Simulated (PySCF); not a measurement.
# Ge²⁺: excitation energy

Ge²⁺ [Ar] 3d10 4s2 (1S) → Ge²⁺ [Ar] 3d10 4s1 5s1 (3S), as a difference of total energies. All numbers are calculated (PySCF 2.14, scalar relativity by spin-free X2C-1e, in x2c-TZVPPall with one added diffuse shell each of s, p, d type (7s6p5d1f, 57 functions)). Correlated levels: valence and next inner shell: [Ne] frozen. The calculations carry no spin-orbit coupling.

```
                                method  excitation energy (cm⁻¹)
                                   UHF                    146920
    MP2 (valence and next inner shell)                    155200
SCS-MP2 (valence and next inner shell)                    156400
   CCSD (valence and next inner shell)                    156020
CCSD(T) (valence and next inner shell)                    156400
```

The promoted electron is Rydberg-like, and one or two diffuse shells describe it only roughly, which tends to raise the upper state.
